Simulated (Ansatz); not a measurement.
Start from `C=C(Br)BC` and change one atom or group to get `C=[C]([GeH3])Br`.

Ansatz, PBE0-D4/def2-TZVP geometries, multiplicity 1. Each molecule was computed in one conformer, which needn't be the lowest.

Scalar relativity is left out up to krypton.

```json
{"property": "LUMO energy (B3LYP/def2-TZVPP) / eV", "`C=C(Br)BC`": "-2.23"}
{"property": "HOMO energy (ωB97M-V/def2-TZVPP) / eV", "`C=C(Br)BC`": "-9.68"}
{"property": "HOMO energy (PBE/def2-TZVPP) / eV", "`C=C(Br)BC`": "-6.41"}
{"property": "HOMO–LUMO gap (ωB97M-V/def2-TZVPP) / eV", "`C=C(Br)BC`": "9.69"}
{"property": "HOMO energy (PBE0/def2-TZVPP) / eV", "`C=C(Br)BC`": "-7.53"}
{"property": "size of the dipole moment (ωB97M-V/def2-TZVPP) / D", "`C=C(Br)BC`": "1.33"}
```

(1) What does the change do to each property? (Best estimate.)

Results:

(1) Computed: 
| property | `C=[C]([GeH3])Br` | shift |
| --- | --- | --- |
| LUMO energy (B3LYP/def2-TZVPP) / eV | -0.87 | 1.36 |
| HOMO energy (ωB97M-V/def2-TZVPP) / eV | -9.65 | 0.03 |
| HOMO energy (PBE/def2-TZVPP) / eV | -6.35 | 0.06 |
| HOMO–LUMO gap (ωB97M-V/def2-TZVPP) / eV | 11.10 | 1.41 |
| HOMO energy (PBE0/def2-TZVPP) / eV | -7.48 | 0.05 |
| size of the dipole moment (ωB97M-V/def2-TZVPP) / D | 1.48 | 0.15 |

With PBE0 the HOMO rises by 0.05 eV and the LUMO rises by 1.38 eV, so the gap widens by about 1.33 eV. PBE moves the HOMO by 0.06 eV and ωB97M-V by 0.03 eV. Dipoles are sizes alone; their direction can turn.

B3LYP here is the variant with VWN-RPA as its local correlation; programs differ in this.

Spin–orbit coupling is left out; it splits and shifts lone-pair levels of the heavy atoms by tenths of an eV.
